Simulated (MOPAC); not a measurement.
MOPAC input (PM6):

```
PM6 FORCE THERMO(298,298) PRECISE LET CHARGE=-1 GEO-OK AUX(PRECISION=9) THREADS=1
H3BO2P

O    -1.29317318 1    0.38437976 1   -1.28666038 1
B    -0.61009664 1    0.04036686 1   -0.28767262 1
O    -1.08830532 1   -0.73201631 1    0.81605757 1
P     1.38257398 1    0.31303803 1    0.24810427 1
H    -2.01397927 1   -0.92979870 1    0.75305155 1
H     1.50493086 1   -0.77346377 1    1.20542198 1
H     2.02087263 1   -0.29111393 1   -0.90938424 1
```

Output:

```
 *******************************************************************************
 **                                                                           **
 **                              MOPAC v23.2.5                                **
 **                                                                           **
 *******************************************************************************
 ** MOPAC's Digital Object Identifier: https://doi.org/10.5281/zenodo.6511958 **
 **                                                                           **
 ** Please cite the open-source release paper for use of this MOPAC version:  **
 ** J. E. Moussa and J. J. P. Stewart (2026)                                  **
 ** MOPAC: An open-source semiempirical molecular orbital program             **
 ** J. Open Source Softw., 11(119), 8025, https://doi.org/10.21105/joss.08025 **
 *******************************************************************************

                              PM6 CALCULATION RESULTS

 *******************************************************************************
 *  PM6        - The PM6 Hamiltonian to be used
 *  GEO-OK     - OVERRIDE INTERATOMIC DISTANCE AND OTHER SAFETY CHECKS
 *
 *
 *
 *                 CHARGE ON SYSTEM = -1
 *
 *
 *
 *  LET        - OVERRIDE SOME SAFETY CHECKS
 *  PRECISE    - TIGHTER CRITERIA TO BE USED
 *  FORCE      - FORCE CALCULATION SPECIFIED
 *  AUX        - OUTPUT AUXILIARY INFORMATION
 *  THERMO     - THERMODYNAMIC QUANTITIES TO BE CALCULATED
 *******************************************************************************
PM6 FORCE THERMO(298,298) PRECISE LET CHARGE=-1 GEO-OK AUX(PRECISION=9) THREADS=1
 H3BO2P

   ATOM   CHEMICAL          X               Y               Z
  NUMBER   SYMBOL      (ANGSTROMS)     (ANGSTROMS)     (ANGSTROMS)

     1       O         -1.29317318  *   0.38437976  *  -1.28666038  *
     2       B         -0.61009664  *   0.04036686  *  -0.28767262  *
     3       O         -1.08830532  *  -0.73201631  *   0.81605757  *
     4       P          1.38257398  *   0.31303803  *   0.24810427  *
     5       H         -2.01397927  *  -0.92979870  *   0.75305155  *
     6       H          1.50493086  *  -0.77346377  *   1.20542198  *
     7       H          2.02087263  *  -0.29111393  *  -0.90938424  *

          CARTESIAN COORDINATES

    NO.       ATOM           X           Y           Z

     1         O         -1.2932      0.3844     -1.2867
     2         B         -0.6101      0.0404     -0.2877
     3         O         -1.0883     -0.7320      0.8161
     4         P          1.3826      0.3130      0.2481
     5         H         -2.0140     -0.9298      0.7531
     6         H          1.5049     -0.7735      1.2054
     7         H          2.0209     -0.2911     -0.9094

 General Reference for PM6:
 "Optimization of Parameters for Semiempirical Methods V: Modification of NDDO Approximations
 and Application to 70 Elements", J. J. P. Stewart, J. Mol. Mod., 13, 1173-1213 (2007)
[...]
 REDUCED MASS        1.0125         O 3 -- H 5         +14.5% ( 39.4%)     66.5%
 EFFECTIVE MASS      5.0344         P 4 -- H 7         +13.0% ( 37.3%)      1.6%
 FORCE CONSTANT      0.7164         P 4 -- H 6         +11.9% ( 35.7%)      2.2%

 VIBRATION         11   11A          ATOM PAIR     ENERGY CONTRIBUTION    RADIAL
 FREQUENCY          1108.25         B 2 -- O 3         +28.3% ( 54.5%)     76.2%
 TRANSITION DIPOLE   1.1523         B 2 -- P 4         +16.5% ( 41.6%)     61.8%
 TRAVEL (Ang.)       0.2467         O 1 -- B 2         +15.8% ( 40.7%)      1.2%
 REDUCED MASS        1.0001         P 4 -- H 6         +14.2% ( 38.7%)      1.8%
 EFFECTIVE MASS      5.1032         P 4 -- H 7         +13.1% ( 37.1%)      2.7%
 FORCE CONSTANT      0.7237         O 3 -- H 5         +12.1% ( 35.6%)     75.5%

 VIBRATION         12   12A          ATOM PAIR     ENERGY CONTRIBUTION    RADIAL
 FREQUENCY          1629.85         O 1 -- B 2         +52.1% ( 98.9%)     99.9%
 TRANSITION DIPOLE   6.4646         B 2 -- O 3         +24.3% ( 67.5%)     45.7%
 TRAVEL (Ang.)       0.0804         B 2 -- P 4         +23.4% ( 66.3%)     43.3%
 REDUCED MASS        6.4043         O 3 -- H 5          +0.1% (  4.8%)      0.0%
 EFFECTIVE MASS     12.4440
 FORCE CONSTANT     10.0233

 VIBRATION         13   13A          ATOM PAIR     ENERGY CONTRIBUTION    RADIAL
 FREQUENCY          2516.55         O 3 -- H 5         +99.7% ( 99.8%)     97.6%
 TRANSITION DIPOLE   0.7675         B 2 -- O 3          +0.3% (  5.1%)     23.4%
 TRAVEL (Ang.)       0.1680
 REDUCED MASS        0.9490
 EFFECTIVE MASS      1.2948
 FORCE CONSTANT      3.5409

 VIBRATION         14   14A          ATOM PAIR     ENERGY CONTRIBUTION    RADIAL
 FREQUENCY          2755.22         P 4 -- H 7         +95.3% ( 97.8%)     99.8%
 TRANSITION DIPOLE   0.4055         P 4 -- H 6          +4.6% ( 21.5%)     76.7%
 TRAVEL (Ang.)       0.1651         B 2 -- P 4          +0.1% (  3.5%)      1.4%
 REDUCED MASS        0.8982
 EFFECTIVE MASS      1.3287
 FORCE CONSTANT      4.0171

 VIBRATION         15   15A          ATOM PAIR     ENERGY CONTRIBUTION    RADIAL
 FREQUENCY          2757.54         P 4 -- H 6         +95.5% ( 97.7%)    100.0%
 TRANSITION DIPOLE   0.2725         P 4 -- H 7          +4.4% ( 20.9%)     68.8%
 TRAVEL (Ang.)       0.1654
 REDUCED MASS        0.8937
 EFFECTIVE MASS      1.2751
 FORCE CONSTANT      4.0037

      SYMMETRY NUMBER FOR POINT-GROUP C1  =  1

          SYSTEM IS A GROUND STATE

 H3BO2P

          MOLECULE IS NOT LINEAR

          THERE ARE 15 GENUINE VIBRATIONS IN THIS SYSTEM
          THIS THERMODYNAMICS CALCULATION IS LIMITED TO
          MOLECULES WHICH HAVE NO INTERNAL ROTATIONS

                    CALCULATED THERMODYNAMIC PROPERTIES
                                          *
   TEMP. (K)   PARTITION FUNCTION   H.O.F.    ENTHALPY  HEAT CAPACITY ENTROPY
                                   KCAL/MOL   CAL/MOLE    CAL/K/MOL  CAL/K/MOL

 298.00  VIB.     0.1222D+02                  1780.4284    12.0031    10.9482
         ROT.     0.8148D+05                   888.2803     2.9808    25.4523
         INT.     0.9954D+06                  2668.7087    14.9839    36.4005
         TRA.     0.6508D+27                  1480.4672     4.9680    38.9292
         TOT.                     -160.337    4149.1759    19.9519    75.3297

   *: NOTE: HEATS OF FORMATION ARE RELATIVE TO THE
            ELEMENTS IN THEIR STANDARD STATE AT 298K
              (=  Standard Enthalpy of Formation).

            Hvib:  Zero-point energy is not included.
                   frequencies of less than zero cm-1 are not included.
            Hrot = (3/2)RT
            Htra = (3/2)RT + pV = (5/2)RT

            Heat capacity is Cp, not Cv

          For more information, see: HTTP://OpenMOPAC.net/Manual/thermochemistry.html

           FORCE CONSTANT IN CARTESIAN COORDINATES (Millidynes/A)

    ATOM   CHEMICAL       X               Y               Z
   NUMBER   SYMBOL  FORCE CONSTANT  FORCE CONSTANT  FORCE CONSTANT

      1       O        9.999179        0.566566        0.257644
      2       B       11.315525        4.846095        1.350410
      3       O        3.081247        5.163170        0.370570
      4       P        4.320513        3.609092        4.212473
      5       H        0.916831        3.136161        0.141901
      6       H        2.792502        1.447675        0.751612
      7       H        0.674519        1.179741        3.112973

 **********************
 *                    *
 * JOB ENDED NORMALLY *
 *                    *
 **********************

 == MOPAC DONE ==
```

The dipole moment of an ion depends on the origin.
